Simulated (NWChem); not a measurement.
System: CH₃FO₂Si; SMILES O=C(O)[SiH2]F

Input file for NWChem:

```
start job
memory heap 200 mb stack 900 mb global 1100 mb
geometry units angstroms noautoz
  O     -0.737218     1.736378    -0.577357
  C      0.041874     0.915284    -0.162858
  O      1.198466     1.224822     0.423132
  Si    -0.388591    -0.940973    -0.347567
  F      0.769590    -1.898383     0.263080
  H      1.261898     2.196985     0.437280
  H     -1.651931    -1.173570     0.396585
  H     -0.528521    -1.215353    -1.799805
end
basis spherical
  O library 6-31g*
  C library 6-31g*
  Si library 6-31g*
  F library 6-31g*
  H library 6-31g*
end
dft
  xc b3lyp
  iterations 150
end
tddft
  cis
  nroots 6
  notriplet
end
task tddft energy
```

NWChem printed, in part:

```
             Northwest Computational Chemistry Package (NWChem) 7.3.0
             --------------------------------------------------------

 CS  symmetry detected

                             Geometry "geometry" -> ""
                             -------------------------

 Output coordinates in angstroms (scale by  1.889725989 to convert to a.u.)

  No.       Tag          Charge          X              Y              Z
 ---- ---------------- ---------- -------------- -------------- --------------
    1 O                    8.0000    -0.78897075    -1.84029917     0.00000000
    2 C                    6.0000     0.01711206    -0.94407397     0.00000000
    3 O                    8.0000     1.33601449    -1.13746346     0.00000000
    4 Si                  14.0000    -0.61302414     0.86369701     0.00000000
    5 F                    9.0000     0.60611229     1.93356299     0.00000000
    6 H                    1.0000     1.48489889    -2.10035394     0.00000000
    7 H                    1.0000    -1.41829684     1.04653685    -1.23368601
    8 H                    1.0000    -1.41829684     1.04653685     1.23368601

 Effective nuclear repulsion energy (a.u.)     226.4547455758

      Symmetry information
      --------------------

 Group name             Cs
 Group number              2
 Group order               2
 No. of unique centers     7

                                 NWChem DFT Module
                                 -----------------

 Summary of "ao basis" -> "ao basis" (spherical)
 ------------------------------------------------------------------------------
       Tag                 Description            Shells   Functions and Types
 ---------------- ------------------------------  ------  ---------------------
 O                           6-31g*                  6       14   3s2p1d
 C                           6-31g*                  6       14   3s2p1d
 Si                          6-31g*                  8       18   4s3p1d
 F                           6-31g*                  6       14   3s2p1d
 H                           6-31g*                  2        2   2s

      Symmetry analysis of basis
      --------------------------

        a'         57
        a"         23

            General Information
            -------------------
          SCF calculation type: DFT
          Wavefunction type:  closed shell.
          No. of atoms     :     8
          No. of electrons :    48
           Alpha electrons :    24
            Beta electrons :    24
          Charge           :     0
          Spin multiplicity:     1
          Use of symmetry is: off; symmetry adaption is: on
          Maximum number of iterations: 150
          AO basis - number of functions:    80
                     number of shells:    38
          Convergence on energy requested:  1.00D-06
          Convergence on density requested:  1.00D-05
          Convergence on gradient requested:  5.00D-04

              XC Information
              --------------
                         B3LYP Method XC Potential
                     Hartree-Fock (Exact) Exchange  0.200
                        Slater Exchange Functional  0.800 local
                    Becke 1988 Exchange Functional  0.720 non-local
              Lee-Yang-Parr Correlation Functional  0.810
                  VWN I RPA Correlation Functional  0.190 local

             Grid Information
             ----------------
          Grid used for XC integration:  medium
          Radial quadrature: Mura-Knowles
          Angular quadrature: Lebedev.
          Tag              B.-S. Rad. Rad. Pts. Rad. Cut. Ang. Pts.
          ---              ---------- --------- --------- ---------
          O                   0.60       49          10.0       434
          C                   0.70       49           8.0       434
          Si                  1.10       88          10.0       590
          F                   0.50       49          10.0       434
          H                   0.35       45          11.0       434
          Grid pruning is: on
          Number of quadrature shells:   419
          Spatial weights used:  Erf1

      Superposition of Atomic Density Guess
      -------------------------------------

 Sum of atomic energies:        -576.85329577

      Non-variational initial energy
      ------------------------------

 Total energy =    -578.444712
 1-e energy   =   -1248.609443
 2-e energy   =     443.709986
 HOMO         =      -0.329888
 LUMO         =       0.014705

      Symmetry analysis of molecular orbitals - initial
      -------------------------------------------------

  Numbering of irreducible representations:

     1 a'          2 a"

  Orbital symmetries:

[...]

                                NWChem TDDFT Module
                                -------------------

            General Information
            -------------------
           No. of orbitals :     160
            Alpha orbitals :      80
             Beta orbitals :      80
        Alpha frozen cores :       0
         Beta frozen cores :       0
     Alpha frozen virtuals :       0
      Beta frozen virtuals :       0
         Spin multiplicity :       1
    Number of AO functions :      80
        Use of symmetry is : off
      Symmetry adaption is : on
         Schwarz screening :  0.10D-07

              XC Information
              --------------
                  B3LYP Method XC Potential
              Hartree-Fock (Exact) Exchange   0.20
                 Slater Exchange Functional   0.80 local
             Becke 1988 Exchange Functional   0.72 non-local
       Lee-Yang-Parr Correlation Functional   0.81
           VWN I RPA Correlation Functional   0.19 local

             TDDFT Information
             -----------------
          Calculation type : Tamm-Dancoff TDDFT
         Wavefunction type : Restricted singlets
          No. of electrons :      48
           Alpha electrons :      24
            Beta electrons :      24
              No. of roots :       6
          Max subspacesize :    5200
            Max iterations :     100
               Target root :       1
           Target symmetry : none
      Symmetry restriction : off
                 Algorithm : Optimal
        Davidson threshold :  0.10D-03

    6 smallest eigenvalue differences (eV)
--------------------------------------------------------
  No. Spin  Occ  Vir  Irrep   E(Occ)    E(Vir)   E(Diff)
--------------------------------------------------------
    1    1   24   25 a"       -0.281    -0.026     6.940
    2    1   24   26 a'       -0.281     0.009     7.887
    3    1   23   25 a'       -0.334    -0.026     8.394
    4    1   22   25 a'       -0.358    -0.026     9.025
    5    1   24   27 a'       -0.281     0.057     9.198
    6    1   23   26 a"       -0.334     0.009     9.341
--------------------------------------------------------

  Entering Davidson iterations
  Restricted singlet excited states

  Iter   NTrls   NConv    DeltaV     DeltaE      Time
  ----  ------  ------  ---------  ---------  ---------
    1      6       0     0.33E+00   0.10+100       12.2
    2     12       0     0.10E+00   0.68E-01       12.2
    3     18       0     0.57E-01   0.38E-01       12.1
    4     24       0     0.10E-01   0.49E-02       12.3
    5     30       2     0.34E-01   0.77E-02       12.4
    6     34       2     0.12E-01   0.22E-02       11.1
    7     38       4     0.24E-02   0.21E-03       11.0
    8     40       4     0.56E-03   0.14E-04        9.2
    9     42       5     0.10E-03   0.59E-06        9.1
   10     43       6     0.72E-04   0.14E-07        8.2
  ----  ------  ------  ---------  ---------  ---------
  Convergence criterion met

  Ground state a'       -579.741667116313 a.u.

  ----------------------------------------------------------------------------
  Root   1 singlet a"             0.193461291 a.u.                5.2644 eV
  ----------------------------------------------------------------------------
     Transition Moments    X  0.00000   Y  0.00000   Z -0.23253
     Dipole Oscillator Strength                    0.0069737190
     Electric Quadrupole                           0.0000000080
     Magnetic Dipole                               0.0000011710
     Total Oscillator Strength                     0.0069748979

     Occ.   21  a'  ---  Virt.   25  a"       0.09555
     Occ.   24  a'  ---  Virt.   25  a"       0.98927
     Occ.   24  a'  ---  Virt.   30  a"      -0.07520
  ----------------------------------------------------------------------------
  Root   2 singlet a'             0.251262025 a.u.                6.8372 eV
  ----------------------------------------------------------------------------
     Transition Moments    X -0.06832   Y  0.07264   Z  0.00000
     Dipole Oscillator Strength                    0.0016656971
     Electric Quadrupole                           0.0000000590
     Magnetic Dipole                               0.0000000183
     Total Oscillator Strength                     0.0016657744

     Occ.   21  a'  ---  Virt.   26  a'       0.05016
     Occ.   23  a"  ---  Virt.   25  a"       0.30356
     Occ.   24  a'  ---  Virt.   26  a'      -0.94490
  ----------------------------------------------------------------------------
  Root   3 singlet a'             0.296552013 a.u.                8.0696 eV
  ----------------------------------------------------------------------------
     Transition Moments    X  0.19128   Y -0.34978   Z -0.00000
     Dipole Oscillator Strength                    0.0314213883
     Electric Quadrupole                           0.0000004411
     Magnetic Dipole                               0.0000003416
     Total Oscillator Strength                     0.0314221710

[...]
```

Level: B3LYP/6-31G* (spherical d), TDA. Coordinates come from a PBE0/def2-SVP optimisation. B3LYP is NWChem's, with the RPA form of VWN correlation.
